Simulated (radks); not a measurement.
Problem. Coherent X-ray form factor from a spherical all-electron density. Calculated with a radial shooting solver on a logarithmic mesh with Libxc functionals: scalar-relativistic Kohn-Sham, r2SCAN, spin-polarised, spherical densities, finite nucleus; meta-GGA in the generalised Kohn-Sham scheme; Fermi nuclear charge, rms radius of each element as measured or else 0.836 A^(1/3) + 0.57 fm.

sin(theta)/lambda (1/angstrom)  f0 (electrons)
0.05                                    43.089
0.1                                     40.802
0.15                                    37.945
0.2                                     35.047
0.25                                    32.328
0.3                                     29.865
0.4                                     25.781
0.5                                     22.722
0.6                                     20.409
0.8                                     16.909
1                                       13.960
1.25                                    10.818
1.5                                      8.509
2                                        6.092

The species is in the configuration that NIST lists as its ground one. Which atom or ion scatters so?

Solution. Neutral ruthenium, [Kr] 4d7 5s1. Extrapolating in s^2 from the first two rows gives f0(0) = 43.9, near the electron count 44; among species with that count, the fall with angle is slower the higher Z, and the table is that of Z = 44; from so few rows the species is fixed only to a neighbour or two.
